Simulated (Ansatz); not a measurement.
Spin states of H3O3Re (SMILES [OH][Re]([OH])[OH]), each relaxed with B3LYP-D3(BJ)/def2-TZVP.
State 1 (charge 0, multiplicity 3):
```xyz
7

Re     0.05383    -0.07168    -0.10341
O     -1.21816    -1.41230    -0.36952
H     -2.05388    -1.29241     0.10755
O      0.16820     1.37377    -1.27977
H     -0.33409     2.16148    -1.01969
O      1.22639    -0.18176     1.34602
H      2.05570    -0.65271     1.16964
```
State 2 (charge 0, multiplicity 5):
```json
[
 {"atom": "Re", "x (Å)": "0.0699", "y (Å)": "0.2224", "z (Å)": "-0.2214"},
 {"atom": "O", "x (Å)": "-0.8102", "y (Å)": "-1.4394", "z (Å)": "0.3293"},
 {"atom": "H", "x (Å)": "-1.6839", "y (Å)": "-1.6094", "z (Å)": "-0.0370"},
 {"atom": "O", "x (Å)": "-0.0060", "y (Å)": "1.7070", "z (Å)": "-1.4376"},
 {"atom": "H", "x (Å)": "-0.3578", "y (Å)": "2.5809", "z (Å)": "-1.2350"},
 {"atom": "O", "x (Å)": "1.4340", "y (Å)": "-0.3432", "z (Å)": "1.0129"},
 {"atom": "H", "x (Å)": "1.2519", "y (Å)": "-1.1939", "z (Å)": "1.4396"}
]
```

Singlets are restricted, other states unrestricted; no spin–orbit coupling, no relativity up to Kr; see below for the cores. The largest T1 diagnostic is 0.028.

Correlated levels freeze the inner cores; with def2 sets outer-core shells near the valence are correlated too.

Codes used: Ansatz (a quantum-chemistry and plane-wave program) with Gaussian orbitals.  In def2 rows elements past Kr take small-core potentials, without spin–orbit coupling.

Predict the energy of the multiplicity-5 state less that of the multiplicity-3 state from B2PLYP/def2-TZVPP.

21.0 kcal/mol

What energy of the multiplicity-5 state less that of the multiplicity-3 state does r2SCAN/def2-TZVPP give?

15.9 kcal/mol

What energy of the multiplicity-5 state less that of the multiplicity-3 state does CCSD/def2-TZVPP give?

14.4 kcal/mol
